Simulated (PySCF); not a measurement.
## Bromine: a sound run and one with changed settings

Sound run: Br⁺ [Ar] 3d10 4s2 4p4, Br²⁺ [Ar] 3d10 4s2 4p3. Computed with PySCF 2.14 in def2-SVP (5s4p3d, 32 functions), with the non-relativistic Hamiltonian (point nucleus). In the sound run the correlated levels freeze [Ar] 3d10. The sound run starts from symmetry-adapted Hartree-Fock orbitals and uses a fine grid where one is needed.

A second run was set up differently.

```
species  method  sound run (hartree)  changed run (hartree)  converged
    Br⁺     MP2          -2571.76251            -2571.90361        yes
   Br²⁺     MP2          -2571.00095            -2571.14034        yes
```

Ionisation energy of Br⁺:

```csv
method,sound run (eV),changed run (eV)
UHF,20.306,20.306
MP2,20.723,20.770
SCS-MP2,20.745,20.772
```

(1) What was changed?
A. basis contracted for another Hamiltonian
B. a valence shell is frozen
C. all electrons correlated in a valence basis
D. too few SCF iterations

Results:

(1) C. A valence basis has no tight correlating functions, so it recovers only part of the core correlation, and not evenly between atom and ion.
